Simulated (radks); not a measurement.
Effect of the nuclear size on the tantalum ion Ta3+, [Xe] 4f14 5d2. Calculated with a radial shooting solver on a logarithmic mesh with Libxc functionals: Dirac Kohn-Sham, BLYP, spin-unpolarised, spherical densities, finite nucleus; open shells are shared between the two j in proportion to 2j + 1; Fermi nuclear charge, rms radius 5.3507 fm. The rms radius is varied about that value; shifts are against it.

rms radius (fm)  total energy shift (eV)  density at nucleus (e/bohr^3)  1s1/2 shift (meV)  2s1/2 shift (meV)  5s1/2 shift (meV)  5p1/2 shift (meV)  5d5/2 shift (meV)  6s1/2 (empty) shift (meV)
4.7247                             -11.8                      1.369e+06              -4790               -669              -6.17              0.072              0.122                     -0.985
4.8156                             -10.1                      1.361e+06              -4120               -575              -5.31              0.062              0.105                     -0.847
5.3507                                 0                      1.313e+06              0.000              0.000              0.000              0.000              0.000                      0.000
5.7574                              8.18                      1.281e+06               3320                464               4.28             -0.049             -0.085                      0.683
5.9072                              11.3                       1.27e+06               4590                641               5.91             -0.068             -0.117                      0.943

Slopes of the eigenvalues against <r^2> in GHz/fm^2, as finite differences over the two radii next to the reference (eigenvalue slopes, not the field-shift constants of lines): 1s1/2 181000, 2s1/2 25200, 5s1/2 233, 5p1/2 -2.69, 5d5/2 -4.60, 6s1/2 (empty) 37.2.
